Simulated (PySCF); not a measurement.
**TeC: frontier orbitals**

HSE06 at R = 1.890 Å; Te x2c-SVPall, C x2c-SVPall; spin-free X2C with a Gaussian nucleus (PySCF 2.14). State: ¹Σ⁺ (singlet), closed shell. Only the outer orbitals are listed, counted within each symmetry.

```json
{"orbital": "11σ", "occ.": "2", "ε (eV)": "-19.56", "on Te (%)": "63", "main shells (%)": "57 Te s, 30 C s"}
{"orbital": "12σ", "occ.": "2", "ε (eV)": "-13.27", "on Te (%)": "60", "main shells (%)": "41 C s, 39 Te s, 19 Te p"}
{"orbital": "6π", "occ.": "2", "ε (eV)": "-7.83", "on Te (%)": "70", "main shells (%)": "69 Te p, 29 C p"}
{"orbital": "6π", "occ.": "2", "ε (eV)": "-7.83", "on Te (%)": "70", "main shells (%)": "69 Te p, 29 C p"}
{"orbital": "13σ", "occ.": "2", "ε (eV)": "-7.51", "on Te (%)": "31", "main shells (%)": "46 C p, 30 Te p, 22 C s"}
{"orbital": "7π", "occ.": "0", "ε (eV)": "-3.06", "on Te (%)": "36", "main shells (%)": "64 C p, 31 Te p"}
{"orbital": "7π", "occ.": "0", "ε (eV)": "-3.06", "on Te (%)": "36", "main shells (%)": "64 C p, 31 Te p"}
{"orbital": "14σ", "occ.": "0", "ε (eV)": "0.90", "on Te (%)": "87", "main shells (%)": "64 Te p, 23 C p, 14 Te d"}
```

Problem. Which are the highest filled and the lowest empty level, where do they sit, and how wide is the gap?

Solution. Highest filled 13σ at -7.51 eV (in %: 46 C p, 30 Te p, 22 C s); lowest empty 7π at -3.06 eV (in %: 64 C p, 31 Te p); the gap at HSE06 is 4.45 eV.

```
bond order (Mayer)                              : 2.60
⟨S²⟩                                            : 0.000
charge on Te (Mulliken, basis-dependent)        : 0.12
charge on Te (Löwdin, basis-dependent)          : 0.30
dipole moment (positive dipole means Te(−)C(+)) : -2.62 D
```

Spin–orbit coupling is left out.
